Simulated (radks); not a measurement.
Results of a calculation; reference values are marked as such.
Correlation energies from several functionals, in hartree. Species: N3+ [He] 2s2; Sb [Kr] 4d10 5s2 5p3; Mn [Ar] 3d5 4s2. Level of theory: non-relativistic Kohn-Sham, exchange-only LDA, spin-polarised, spherical densities, point nucleus (a radial shooting solver on a logarithmic mesh with Libxc functionals). Every spin shell is full or empty, so the densities are truly spherical. Functionals are evaluated on that one density, not self-consistently.

functional        N3+       Sb       Mn
PW92         -0.29148  -4.8305  -2.0491
VWN5         -0.29277  -4.8520  -2.0591
Wigner       -0.20343  -2.6476  -1.2105
Chachiyo     -0.28555  -4.7659  -2.0089
PBE         -0.098409  -2.6985  -1.0388
PW91         -0.11288  -2.9155  -1.1342
AM05         -0.25565  -4.5022  -1.8764
OP (B88)     -0.12829  -2.4732  -1.0345
TPSS         -0.10027  -2.6986  -1.0431
revTPSS      -0.10507  -2.7322  -1.0650
SCAN        -0.099813  -2.6993  -1.0566
r2SCAN       -0.10013  -2.7161  -1.0647
B95          -0.12446  -3.2801  -1.2305
